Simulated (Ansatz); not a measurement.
System: LaBr₂, net charge 0, doublet state. The spin state was set by rule; other spins were not relaxed. 
Geometry from a B3LYP-D3(BJ)/def2-TZVP (Ansatz, a first-principles code) optimisation:
```
La
Br 1 2.7596
Br 1 2.7596 2 116.68
```
Charge 0, spin multiplicity 2.

Total electronic energies in hartree. Valence correlation only, unless marked. Open shells are spin-unrestricted. Spin-orbit coupling is left out. Frozen are the shells of the preceding noble gas and the d and f shells that filled before the atom's block. In def2 rows, elements after Kr have scalar-relativistic effective core potentials. CBS marks a two-point X^-3 extrapolation of the correlation energy; Hartree-Fock from the larger set. The bracket is a focal-point correction in the basis named.

```csv
level,program,energy (Eh)
HF/def2-QZVPPD,Ansatz,-5176.25864
RI-HF/def2-TZVPP,Ansatz,-5176.15911
RI-HF/def2-TZVPPD,Ansatz,-5176.15985
wB97X/def2-TZVPD,Ansatz,-5180.07839
B2GP-PLYP-D3(BJ)/def2-TZVPD,Ansatz + dftd3,-5178.74767
B2GP-PLYP-D4/def2-TZVPD,Ansatz + dftd4,-5178.73242
RI-MP2/def2-QZVPP,Ansatz,-5176.65578
CCSD/def2-TZVPP,Ansatz,-5176.54610
"RI-MP2/CBS(def2-TZVPPD,def2-QZVPPD)+[CCSD(T)-MP2]/def2-TZVPPD",Ansatz,-5176.7299
```

Totals of different functionals don't rank their quality; only differences between species are comparable.
